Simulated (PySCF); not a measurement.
## A thermochemical cycle for CsAl

PBE0 in PySCF with def2-SVPD on every atom (core potentials on Cs), for the lowest determinant that a PBE0 search found; no spin–orbit coupling. CsAl, a triplet (σ ↑, π ↑), has De = 0.69 eV to neutral atoms, and CsAl⁺, a doublet (σ ↑), has De = 0.43 eV to Cs⁺ + Al.

The adiabatic ionisation energy of CsAl, between the minima, is 4.16 eV.

Which ionisation energy of the Cs atom does this level give?

IE(Cs) = IE(molecule) + De(ion) − De(neutral) = 4.16 + 0.43 − 0.69 = 3.90 eV; the measured value is 3.894 eV (NIST ASD).

Weak bonds: CsAl⁺. Basis-set superposition, not corrected here, can be much of De in a small basis, most of all at correlated wavefunction levels. Spin–orbit coupling is left out, which matters for elements this heavy, above all for dissociation energies. For an ion De counts to the pair picked by the measured ionisation energies or electron affinities, which need not be the lowest pair at this level. States were picked by a PBE0 search and need not be the measured ground states.
